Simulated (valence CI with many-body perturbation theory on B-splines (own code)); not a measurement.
The numbers below are computed, except where a source is named.
Basis-set convergence for I⁴⁶⁺

Level of theory: configuration interaction combined with many-body perturbation theory (CI+MBPT): five valence electrons over a frozen Dirac-Fock core [He], a basis of 9 s, 9 p, 8 d, 6 f, 3 g, 1 h functions for each j, with the one-electron correlation potential Σ1 (screened to all orders), the two-electron term Σ2, the three-electron term Σ3, Breit, model QED; selected single and double excitations, second order for the rest, scaled by the run's own slope (own B-spline code, finite nucleus).

The last digits are not significant, and no measured levels were compared; by estimate large intervals hold to a few tenths of a per cent, small ones and those within an open d or f shell to about a per cent. Among the levels kept, up to 3700 cm⁻¹ of a level comes from second order outside the variational space, and about a tenth of that is noise between levels of different J, which matters for small intervals.

The reference run has the lowest level (2s^2 2p1/2^2 2p3/2) J=3/2 and an ionisation energy of 8044.30 eV. Its largest variational space holds 19999 state functions.

Levels are named by their leading jj configuration (3d3/2^4 stands for four electrons in 3d with j = 3/2), which in mixed levels can hold well under half, so a name can repeat and another be missing. Letters in brackets count levels of one name in rising energy.

Changed runs:
A. basis 6 s, 6 p, 5 d, 3 f, 1 g
B. basis 5 s, 5 p, 4 d, 2 f

Excitation energies of the reference run in cm⁻¹, and shifts in cm⁻¹:

```
                       Level  Reference       A      B
  (2s^2 2p1/2 2p3/2^2) J=3/2    2382940     -43   -260
  (2s^2 2p1/2 2p3/2^2) J=5/2    2542070    +107   +171
  (2s^2 2p1/2 2p3/2^2) J=1/2    2786530     +61   +241
  (2s 2p1/2^2 2p3/2^2) J=5/2    4096410     -58   -233
  (2s 2p1/2^2 2p3/2^2) J=1/2    4635730    -0.7   +180
  (2s 2p1/2^2 2p3/2^2) J=3/2    4648250     +82   +287
        (2s^2 2p3/2^3) J=3/2    5178770     +39    +29
(2s 2p1/2 2p3/2^3) J=3/2 [a]    6641250     -91   -305
    (2s 2p1/2 2p3/2^3) J=5/2    6898100    +106   +203
    (2s 2p1/2 2p3/2^3) J=1/2    7184460     +37   +139
(2s 2p1/2 2p3/2^3) J=3/2 [b]    7275630    +157   +456
     (2p1/2^2 2p3/2^3) J=3/2    9170710     +27   +268
      Ionisation energy (eV)    8044.30  -0.024  -0.12
```
